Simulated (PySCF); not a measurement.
PbI2, SMILES [I][Pb][I] (connectivity only; charge and spin as stated), neutral, multiplicity 1. Atoms are numbered in the order given.

```xyz
3

Pb     0.0000     0.0000     1.0168
I      0.0000     2.2152    -0.7866
I      0.0000    -2.2152    -0.7866
```

Coordinates come from a B3LYP-D3(BJ)/def2-SVP optimisation. The isomer is the one that the SMILES or the coordinates give; other isomers of the formula were not compared. The def2 effective core potentials stand for the cores of I, Pb; spin–orbit coupling is left out.

The numbers are results of TDA-ωB97X/def2-SVPD (PySCF), not measurements.

Vertical excitations. The molecule is in vacuum. State labels are in the subgroup C2v.

Computed UV-visible absorptions:
```
state  symmetry  energy (eV)  λ (nm)      f                              main pairs
-----  --------  -----------  ------  -----  --------------------------------------
S1           B1         3.05     407  0.003                          HOMO→LUMO 97 %
S2           A2         3.22     385  0.000                        HOMO−1→LUMO 98 %
S3           B2         3.71     334  0.038                        HOMO−2→LUMO 90 %
S4           B1         4.03     308  0.003                        HOMO−4→LUMO 96 %
S5           A1         4.12     301  0.002                        HOMO−3→LUMO 82 %
S6           A2         4.49     276  0.000                        HOMO−5→LUMO 98 %
S7           B2         4.67     266  0.008    HOMO−1→LUMO+1 69 %, HOMO→LUMO+2 24 %
S8           A1         4.77     260  0.067                        HOMO→LUMO+1 70 %
S9           A2         4.80     258  0.000                      HOMO−2→LUMO+1 90 %
S10          B1         5.09     244  0.007  HOMO−3→LUMO+1 60 %, HOMO−2→LUMO+2 34 %
T1           B1         2.67     465      0                          HOMO→LUMO 90 %
T2           A2         3.13     396      0                        HOMO−1→LUMO 98 %
T3           B2         3.26     381      0                        HOMO−2→LUMO 98 %
T4           A1         3.67     338      0                        HOMO−3→LUMO 97 %
```
Triplets are in the Tamm–Dancoff approximation.
